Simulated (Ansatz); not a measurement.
Au₃O. Charge 0, multiplicity 2. Geometry r2SCAN-D4/def2-SVP, that of the charge +1 singlet.

```xyz
4

Au    0.283    1.325    1.293
Au   -1.735   -0.648   -0.267
Au    1.261   -0.214   -1.366
O     0.192   -0.463    0.340
```

In the def2 sets Au takes a core potential; there is no spin–orbit coupling. The structure comes from a short search, and lower isomers may exist.

Q: Estimate the α-spin orbital energies around the gap (eV) in Ansatz with PBE-D4/def2-TZVP, r2SCAN-D4/def2-TZVP, PBE0-D4/def2-TZVP.

A: 
| orbital | PBE-D4/def2-TZVP | r2SCAN-D4/def2-TZVP | PBE0-D4/def2-TZVP |
| --- | --- | --- | --- |
| HOMO−5 | -7.12 | -7.39 | -8.57 |
| HOMO−4 | -7.00 | -7.26 | -8.43 |
| HOMO−3 | -6.54 | -6.71 | -7.62 |
| HOMO−2 | -6.15 | -6.32 | -7.15 |
| HOMO−1 | -6.15 | -6.32 | -7.15 |
| HOMO | -5.28 | -5.32 | -5.56 |
| LUMO | -4.22 | -4.14 | -3.35 |
| LUMO+1 | -4.22 | -4.14 | -3.35 |
| LUMO+2 | -1.01 | -0.71 | -0.36 |
| LUMO+3 | -0.72 | -0.42 | -0.06 |
| LUMO+4 | -0.71 | -0.41 | -0.06 |
| LUMO+5 | 0.29 | 0.70 | 0.96 |
| β HOMO | -6.05 | -6.20 | -7.02 |
| β LUMO | -4.66 | -4.35 | -3.45 |
